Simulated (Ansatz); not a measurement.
Geometry optimisation, RKS PBE/def2-SVP (Ansatz 0.2.0).

The input (input.yaml):

```yaml
crystal:
  periodic: [false, false, false]
  atoms:
    - { symbol: F, position_ang: [-0.5693, 2.8306, -0.3811] }
    - { symbol: Si, position_ang: [0.254, 1.7114, 0.2661] }
    - { symbol: O, position_ang: [-0.7646, 0.7682, 1.2196] }
    - { symbol: C, position_ang: [-1.1786, -0.1226, 0.1932] }
    - { symbol: Si, position_ang: [0.3456, -0.1753, -0.8733] }
    - { symbol: P, position_ang: [1.723, -1.7423, -0.2149] }
    - { symbol: H, position_ang: [1.47, 2.2161, 1.0137] }
    - { symbol: H, position_ang: [-2.0988, 0.2946, -0.3158] }
    - { symbol: H, position_ang: [-1.17158, 0.38213, 2.03533] }
    - { symbol: H, position_ang: [0.083, -0.2006, -2.3006] }
    - { symbol: H, position_ang: [1.4429, -1.6913, 1.1954] }
    - { symbol: H, position_ang: [0.8892, -2.8537, -0.4298] }
basis:
  gaussian: { orbitals: def2-SVP }
hamiltonian:
  xc: pbe
relax:
  f_tol: 0.02
  max_steps: 50
```

Launched with:

```bash
$ ansatz run input.yaml --threads 2 --pin off --max-ram 3072MiB --backend cpu --events-out ev --progress --plain --runs-dir out
```

**Question.** Where does it end, and by what steps?

**Answer.** The run ended unconverged. After 49 steps the energy has fallen by 2.871 eV; H9 moved furthest, 1.43 Å. Parted: Si2–O3.

```tsv
step	energy less start (eV)	largest force component (eV/Å)	accepted
0	0.0000	4.691	yes
2	-1.3018	1.022	yes
4	-1.4655	0.436	yes
6	-1.5515	0.460	yes
8	-1.5777	0.186	yes
10	-1.5899	0.234	yes
12	-1.6018	0.198	yes
14	-1.6065	0.092	yes
16	-1.6093	0.580	no
18	-1.6380	0.353	yes
20	-1.6522	0.673	yes
22	-1.7301	0.399	yes
24	-1.8409	0.893	yes
26	-2.2001	1.332	yes
28	-2.6542	1.198	yes
30	-2.7345	1.210	yes
32	-2.7902	0.230	yes
34	-2.8066	0.312	yes
36	-2.8254	0.392	yes
38	-2.8386	0.409	yes
40	-2.8436	0.453	no
42	-2.8589	0.144	yes
44	-2.8629	0.070	yes
46	-2.8652	0.058	yes
48	-2.8698	0.158	yes
49	-2.8714	0.110	yes
```

```xyz
12
Properties=species:S:1:pos:R:3
F -0.261 3.279 -0.602
Si 0.259 1.842 0.006
O -1.317 0.037 1.661
C -1.012 0.493 0.373
Si 0.294 -0.236 -0.933
P 2.017 -1.589 -0.304
H 1.269 2.109 1.082
H -1.901 0.700 -0.288
H -1.779 -0.819 1.567
H -0.286 -0.657 -2.256
H 2.000 -1.057 1.042
H 1.141 -2.684 0.059
```

The run took 82 s on 2 threads of Intel(R) Xeon(R) 6975P-C (Granite Rapids) (shared host), peak memory 0.2 GiB.
